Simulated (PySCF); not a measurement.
**Exercise with solution: dipole moment from atomic charges**

Al(Cl)(Me)(NH2) (CH5AlClN), SMILES [Al]([CH3])([NH2])[Cl]. Atoms are numbered in the order given.

```xyz
9

Al    -0.0702    -0.3936     0.0000
Cl     0.2199     1.7081     0.0000
C      1.4539    -1.6008     0.0000
H      2.0891    -1.4283     0.8852
H      1.1519    -2.6608     0.0000
H      2.0891    -1.4283    -0.8852
N     -1.7524    -0.9381     0.0000
H     -2.0530    -1.9082     0.0000
H     -2.5606    -0.3228     0.0000
```

Geometry: B3LYP-D3(BJ)/def2-SVP. Other conformers were not sampled.

Charges (e) from HF/def2-TZVP run with PySCF:

```tsv
atom	Mulliken	IAO
Al1	0.873	1.206
Cl2	-0.371	-0.422
C3	-0.623	-0.791
H4	0.131	0.140
H5	0.122	0.134
H6	0.131	0.140
N7	-0.762	-0.936
H8	0.245	0.262
H9	0.255	0.266
```

The dipole moment of the full density is 2.42 D.

Problem. What dipole moment does each set of point charges give, and which comes closer to that of the density?

Solution. 
μ = Σ q r, and 1 e Å = 4.8032 D.
Mulliken: Σ q r = (-0.181, -0.514, 0.000) e Å, |μ| = 2.62 D.
IAO: Σ q r = (-0.167, -0.393, 0.000) e Å, |μ| = 2.05 D.
Mulliken comes closer in size. Point charges leave out the atoms' own dipoles (lone pairs, polarised bonds); fits to the potential absorb them, partitions of the density don't.
